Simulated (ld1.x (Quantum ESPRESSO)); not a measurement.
An odd input for ld1.x (Quantum ESPRESSO) 7.5 (silver)

Command:

```bash
ld1.x < Ag.in > Ag.out
```

Input:

```
&input
   title='Ag', zed=47., rel=1, dft='PBESOL', iswitch=3,
   config='[Kr] 4d10 5s0.75 5p0',
   nld=3, rlderiv=2.05, eminld=-6.0, emaxld=5.0, deld=0.02
 /
 &inputp
   pseudotype=2, tm=.true., lloc=0,
   nlcc=.false.,
   file_pseudopw='Ag.UPF', file_wfcaegen='ae.wfc', file_wfcncgen='nc.wfc', file_beta='beta', file_chi='chi'
 /
3
4P  2  1   6.00   0.00  1.10  1.10  0.0
4D  3  2  10.00   0.00  1.35  1.35  0.0
5S  1  0   0.75   0.00  1.90  1.90  0.0
 &test
   configts(1)='4d10 5s0.75 5p0'
 /
```

This is an input that runs to its end, with one change: 4p left out of the test configuration.

How does the run end?

The program runs through. The occupied levels of the test differ from the all-electron ones by at most 0.00000 Ry (unchanged input: 0.00008 Ry). The valence charge becomes 11 in place of 17, so this is not the intended potential. Messages: Warning: convergence not achieved.

```
     dft =PBESOL   lsd =0 sic =0 latt =0  beta=0.20 tr2=1.0E-14
     mesh =1237 r(mesh) =  99.46963 xmin = -7.00 dx = 0.01250

     n l     nl             e AE (Ry)        e PS (Ry)    De AE-PS (Ry)
     3 2     4D   1(10.00)       -0.68866       -0.68866        0.00000
     1 0     5S   1( 0.75)       -0.44315       -0.44315       -0.00000
     2 1     5P   1( 0.00)       -0.13991       -0.13991        0.00000

     eps = 1.8E-10  iter =201

     Etot =  -10626.914183 Ry,   -5313.457092 Ha, -144586.533220 eV
     Etotps =   -74.083485 Ry,     -37.041742 Ha,   -1007.957162 eV

     Ekin =      67.126867 Ry,      33.563433 Ha,     913.307553 eV
     Encl =    -123.194662 Ry,     -61.597331 Ha,   -1676.148765 eV
     Ehrt =      70.305825 Ry,      35.152912 Ha,     956.559475 eV
     Ecxc =     -11.265299 Ry,      -5.632649 Ha,    -153.272199 eV
     Epseu=     -77.056216 Ry,     -38.528108 Ha,   -1048.403225 eV

     ---------------------- End of pseudopotential test ----------------------
```
